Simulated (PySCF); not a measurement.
# Electron correlation in Tb(2+) (terbium, charge +2)

[Xe] 4f8 5d1, one real determinant (an excited configuration). Calculation: PySCF 2.14, in ANO-RCC-VTZP (8s7p5d3f2g1h, 104 functions); scalar relativity by spin-free X2C-1e. Frozen: [Kr] 4d10; 17 electrons correlated.

MP2 pair energies summed by pair of shells (mhartree):

```tsv
pair	energy	share (%)
4f-4f	-190.59	30.8
4f-5p	-182.06	29.4
5p-5p	-117.01	18.9
4f-5s	-41.80	6.7
5s-5p	-35.39	5.7
5p-5d	-27.93	4.5
4f-5d	-14.08	2.3
5s-5s	-6.19	1.0
5s-5d	-4.23	0.7
```

Total MP2 correlation energy: -619.28 mhartree.

Same-spin part -279.49 and opposite-spin part -339.79 mhartree; SCS-MP2 scales them by 1/3 and 6/5 to -500.91 mhartree.

The reference is one real determinant that mixes LS terms of this configuration.
